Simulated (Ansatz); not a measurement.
Reaction (cleavage of the Si–Si bond): `C[SiH2][SiH2]N` + `S[SiH2][GaH2]` → `C[SiH2]S[SiH2][GaH2]` + `N[SiH3]`

Gas-phase electronic energies from Ansatz, PBE0-D4/def2-TZVP geometries. CCSD(T)/CBS adds triple-zeta CCSD(T) − MP2 to the extrapolated MP2 energy (def2 sets, frozen cores). This one scheme is used for every species. Functionals use def2-TZVPP. For Ga outer-core shells are correlated without core-valence functions, which leaves a few kJ/mol of doubt a bond. Scalar relativity is left out up to krypton. Each species was taken in one conformer, which may not be the lowest.

Is it downhill or uphill in electronic energy at CCSD(T)/CBS, and by how much? (An estimate is asked.)

Computed: Downhill: ΔE = -81.4 kJ/mol.

What do these levels give: r2SCAN-D4, B97M-V, ωB97X-V, B2PLYP, revPBE, BLYP, PBE0, r2SCAN0, HF/def2-SVP, MP2/def2-SVP, CCSD(T)/def2-TZVPP, SCS-MP2/def2-QZVPP? (An estimate is asked.)

Computed: r2SCAN-D4 -75.7, B97M-V -72.2, ωB97X-V -74.6, B2PLYP -72.4, revPBE -50.1, BLYP -54.0, PBE0 -64.0, r2SCAN0 -75.5, HF/def2-SVP -63.6, MP2/def2-SVP -78.5, CCSD(T)/def2-TZVPP -78.2, SCS-MP2/def2-QZVPP -86.1 kJ/mol.

What do rigid-rotor, harmonic-oscillator terms from PBE0-D4/def2-TZVP frequencies (298.15 K, 1 bar) make of the CCSD(T)/CBS value? (Best estimate.)

Ansatz gave: ΔZPE = +2.5 kJ/mol, ΔH = -80.4 kJ/mol, ΔS = -31 J/(mol·K), ΔG = -71.2 kJ/mol. Modes under 50 cm⁻¹ make the entropy rough.

Largest T1 diagnostic among the species: 0.013.

From PBE to PBE0 (25 % exact exchange), in def2-TZVPP and without D4, ΔE moves by −6.1 kJ/mol. The D4 term adds −14.5 kJ/mol with B3LYP and −7.8 kJ/mol with PBE0; it sums over pairs of atoms, weighted by their polarisabilities, and B3LYP, whose exchange is more repulsive, gets the larger term. In def2-TZVPP, CCSD(T) changes the Hartree–Fock value by −9.5 kJ/mol (the triples alone add −2.8 kJ/mol) and MP2 by −21.7 kJ/mol.

B3LYP here is the variant with VWN-RPA as its local correlation; programs differ in this.
